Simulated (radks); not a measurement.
Question: Coherent X-ray form factor from a spherical all-electron density. Calculated with a radial shooting solver on a logarithmic mesh with Libxc functionals: scalar-relativistic Kohn-Sham, PBE, spin-unpolarised, spherical densities, finite nucleus; Fermi nuclear charge, rms radius of each element as measured or else 0.836 A^(1/3) + 0.57 fm.

sin(theta)/lambda (1/angstrom),f0 (electrons)
0.05,44.456
0.1,42.924
0.15,40.662
0.2,37.986
0.25,35.189
0.3,32.483
0.4,27.790
0.5,24.231
0.6,21.622
0.8,18.042
1,15.283
1.25,12.209
1.5,9.676
2,6.643

The species is in the configuration that NIST lists as its ground one. Which atom or ion scatters so?

Answer: The silver ion Ag2+, [Kr] 4d9. Extrapolating in s^2 from the first two rows gives f0(0) = 45.0, near the electron count 45; among species with that count, the fall with angle is slower the higher Z, and the table is that of Z = 47; from so few rows the species is fixed only to a neighbour or two.
